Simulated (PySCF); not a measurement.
Computed shifts of a molecule C2H7ClO2Si, PBE/pcSseg-1 (PySCF), GIAO, gas phase, equivalent atoms averaged, in ppm (number of nuclei): ²⁹Si: -35.1 (1). ¹³C: 65.0 (1), 21.5 (1). ¹H: 5.45 (1), 4.28 (1), 4.15 (1), 2.49 (1), 1.52 (3). References: ²⁹Si against TMS (σ = 335.4 ppm); ¹⁷O against H2O (σ = 334.3 ppm); ³⁵Cl against HCl (σ = 936.5 ppm); ¹³C against TMS (σ = 182.0 ppm); ¹H against TMS (σ = 31.49 ppm), references at their B3LYP-D3(BJ)/def2-TZVP geometries, non-relativistic (without spin–orbit terms, shifts of atoms bonded to Cl or Br come out too high). The structure is a stationary point at PBE0-D3(BJ)/def2-SVP. One conformer was computed; it need not be the lowest.

### Question
Which molecule gave these data?
(A) CCO[SiH](O)Cl
(B) COCO[SiH2]Cl
(C) CO[Si@@](C)(O)Cl
(D) C[C@H](O)[Si@@H](O)Cl

### Answer
A, CCO[SiH](O)Cl
